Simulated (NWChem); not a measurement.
Everything below was run with NWChem. System: H3O4Si, charge 0, spin multiplicity 2, at a geometry optimised with UB3LYP/def2-SVP. The structure started from a generated list of species. Its SCF solution wasn't tested for a lower state. Level: UBLYP/def2-TZVP.

Input file:

```
start mol
memory heap 200 mb stack 900 mb global 1100 mb
geometry units angstroms nocenter noautoz noautosym
  O     -1.192118     0.843228     0.862061
  Si    -0.026884     0.014398    -0.007958
  O     -0.780312    -1.117288    -0.932349
  O      0.894180     0.915237    -1.031380
  O      0.941407    -0.577786     1.195561
  H     -0.466896    -1.199622    -1.841380
  H      1.416647     1.633136    -0.655277
  H      0.521374    -1.142204     1.856921
end
basis spherical
  * library def2-tzvp
end
dft
  xc becke88 lyp
  odft
  mult 2
  semidirect memsize 60000000 filesize 0
  iterations 100
end
task dft energy
```

NWChem printed:

```
             Northwest Computational Chemistry Package (NWChem) 7.3.0
             --------------------------------------------------------

                                NWChem Input Module
                                -------------------

 Scaling coordinates for geometry "geometry" by  1.889725989
 (inverse scale =  0.529177249)

                             Geometry "geometry" -> ""
                             -------------------------

 Output coordinates in angstroms (scale by  1.889725989 to convert to a.u.)

  No.       Tag          Charge          X              Y              Z
 ---- ---------------- ---------- -------------- -------------- --------------
    1 O                    8.0000    -1.19211800     0.84322800     0.86206100
    2 Si                  14.0000    -0.02688400     0.01439800    -0.00795800
    3 O                    8.0000    -0.78031200    -1.11728800    -0.93234900
    4 O                    8.0000     0.89418000     0.91523700    -1.03138000
    5 O                    8.0000     0.94140700    -0.57778600     1.19556100
    6 H                    1.0000    -0.46689600    -1.19962200    -1.84138000
    7 H                    1.0000     1.41664700     1.63313600    -0.65527700
    8 H                    1.0000     0.52137400    -1.14220400     1.85692100

 Effective nuclear repulsion energy (a.u.)     254.2172758455

            Nuclear Dipole moment (a.u.)
            ----------------------------
        X                 Y               Z
 ---------------- ---------------- ----------------
     0.0000094486     0.0000188973    -0.0000075589


 Summary of "ao basis" -> "" (spherical)
 ------------------------------------------------------------------------------
       Tag                 Description            Shells   Functions and Types
 ---------------- ------------------------------  ------  ---------------------
 *                         def2-tzvp                  on all atoms

                                 NWChem DFT Module
                                 -----------------

 Summary of "ao basis" -> "ao basis" (spherical)
 ------------------------------------------------------------------------------
       Tag                 Description            Shells   Functions and Types
 ---------------- ------------------------------  ------  ---------------------
 O                         def2-tzvp                11       31   5s3p2d1f
 Si                        def2-tzvp                13       37   5s5p2d1f
 H                         def2-tzvp                 4        6   3s1p

 Summary of "ao basis" -> "ao basis" (spherical)
 ------------------------------------------------------------------------------
       Tag                 Description            Shells   Functions and Types
 ---------------- ------------------------------  ------  ---------------------
 O                         def2-tzvp                11       31   5s3p2d1f
 Si                        def2-tzvp                13       37   5s5p2d1f
 H                         def2-tzvp                 4        6   3s1p

            General Information
            -------------------
          SCF calculation type: DFT
          Wavefunction type:  spin polarized.
          No. of atoms     :     8
          No. of electrons :    49
           Alpha electrons :    25
            Beta electrons :    24
          Charge           :     0
          Spin multiplicity:     2
          Use of symmetry is: off; symmetry adaption is: off
          Maximum number of iterations: 100
[...]
 Vector   27  Occ=0.000000D+00  E= 1.351078D-02
              MO Center=  5.5D-01, -4.8D-01,  8.4D-01, r^2= 7.3D+00
   Bfn.  Coefficient  Atom+Function         Bfn.  Coefficient  Atom+Function
  ----- ------------  ---------------      ----- ------------  ---------------
   176      1.182577  8 H  s                135     -0.766455  5 O  s
   104      0.699932  4 O  s                170     -0.686182  7 H  s
   164     -0.508059  6 H  s                144     -0.257301  5 O  pz
   143      0.218402  5 O  py               175      0.184297  8 H  s
    73      0.179273  3 O  s                142      0.177994  5 O  px

   alpha - beta orbital overlaps
   -----------------------------

   alpha      1      2      3      4      5      6      7      8      9     10
    beta      1      5      2      3      4      6      7      8      9     10
 overlap   1.000  1.000  1.000  1.000  1.000  1.000  0.998  0.999  1.000  0.993

   alpha     11     12     13     14     15     16     17     18     19     20
    beta     11     12     13     14     15     16     17     18     19     20
 overlap   0.996  0.999  0.997  0.999  0.996  0.996  0.955  0.896  0.711  0.990

   alpha     21     22     23     24     25     26     27     28     29     30
    beta     19     22     22     25     24     26     27     28     29     30
 overlap   0.669  0.770  0.585  0.678  0.984  1.000  0.997  0.998  0.997  0.909

   alpha     31     32     33     34     35     36     37     38     39     40
    beta     31     32     33     34     35     36     37     38     39     40
 overlap   0.911  0.985  0.995  0.995  0.999  0.998  0.995  0.992  0.984  0.980

   alpha     41     42     43     44     45     46     47     48     49     50
    beta     41     42     43     44     45     46     47     48     49     50
 overlap   0.967  0.998  0.997  0.998  0.999  0.986  0.985  0.902  0.905  0.932

   alpha     51     52     53     54     55     56     57     58     59     60
    beta     51     52     53     54     55     56     57     59     58     60
 overlap   0.981  0.974  0.992  1.000  0.996  0.999  0.990  0.985  1.000  0.994

   alpha     61     62     63     64     65     66     67     68     69     70
    beta     61     62     63     64     65     66     67     68     69     70
 overlap   0.998  0.996  0.995  0.983  0.967  0.980  0.997  0.999  0.998  0.999

   alpha     71     72     73     74     75     76     77     78     79     80
    beta     71     72     73     74     75     76     77     78     79     80
 overlap   0.999  0.997  0.994  0.994  0.994  0.993  0.963  0.971  0.938  0.937

   alpha     81     82     83     84     85     86     87     88     89     90
    beta     81     82     83     84     85     86     87     88     89     90
 overlap   0.979  0.996  0.994  0.999  0.996  0.994  0.994  0.961  0.956  0.988

   alpha     91     92     93     94     95     96     97     98     99    100
    beta     91     92     93     94     95     96     97     98     99    100
 overlap   0.995  0.998  0.993  0.983  0.986  0.990  0.978  0.974  0.982  0.996

   alpha    101    102    103    104    105    106    107    108    109    110
    beta    101    102    103    104    105    107    106    108    109    110
 overlap   0.995  0.999  0.997  0.999  0.996  0.849  0.995  0.965  0.895  0.962

   alpha    111    112    113    114    115    116    117    118    119    120
    beta    111    112    113    114    115    116    117    118    119    120
 overlap   0.851  0.790  0.894  0.962  0.991  0.966  0.996  0.994  0.990  0.991

   alpha    121    122    123    124    125    126    127    128    129    130
    beta    121    122    123    124    125    126    127    128    132    131
 overlap   1.000  0.999  0.999  0.925  0.728  0.552  0.674  0.780  0.575  0.531

   alpha    131    132    133    134    135    136    137    138    139    140
    beta    129    130    133    134    136    135    137    138    137    140
 overlap   0.828  0.746  0.700  0.850  0.790  0.953  0.683  0.681  0.624  0.955

   alpha    141    142    143    144    145    146    147    148    149    150
    beta    142    141    143    144    145    146    147    148    149    150
 overlap   0.832  0.878  0.715  0.718  0.976  0.999  0.991  0.990  0.976  0.926

   alpha    151    152    153    154    155    156    157    158    159    160
    beta    151    152    154    153    155    156    157    158    159    160
 overlap   0.909  0.951  0.738  0.785  0.949  0.997  0.974  0.980  0.950  0.772

   alpha    161    162    163    164    165    166    167    168    169    170
    beta    161    162    163    164    165    166    168    167    169    170
 overlap   0.642  0.880  0.991  0.989  0.970  0.854  0.802  0.974  0.998  0.996

   alpha    171    172    173    174    175    176    177    178    179
    beta    171    172    173    174    175    176    177    178    179
 overlap   0.996  0.998  0.999  0.999  1.000  0.999  0.998  0.999  0.999

     --------------------------
     Expectation value of S2:
     --------------------------
      <S2> =      0.7528 (Exact =     0.7500)

 center of mass
 --------------
 x =  -0.02901412 y =   0.01397715 z =   0.01262259

 moments of inertia (a.u.)
 ------------------
         458.960092430489         -16.256194020812           2.240190836610
         -16.256194020812         481.875304995064          -4.084041582210
           2.240190836610          -4.084041582210         419.529366944770

     Multipole analysis of the density
     ---------------------------------

     L   x y z        total         alpha         beta         nuclear
     -   - - -        -----         -----         ----         -------
     0   0 0 0     -0.000000    -25.000000    -24.000000     49.000000

     1   1 0 0      0.669139      1.197385     -0.528255      0.000009
     1   0 1 0     -0.299419     -0.709147      0.409709      0.000019
     1   0 0 1     -0.161144     -0.836717      0.675581     -0.000008

     2   2 0 0    -28.679855    -74.591371    -69.196483    115.107999
     2   1 1 0      2.090322     -3.374765     -6.680916     12.146003
     2   1 0 1      1.037424      1.344845     -0.762734      0.455313
     2   0 2 0    -24.093887    -67.871791    -64.999033    108.776937
     2   0 1 1     -1.220391     -1.713627      0.181614      0.311622
     2   0 0 2    -22.995837    -84.908099    -81.335225    143.247487

 Task  times  cpu:       73.5s     wall:       73.5s

 Total times  cpu:       73.5s     wall:       73.5s
```
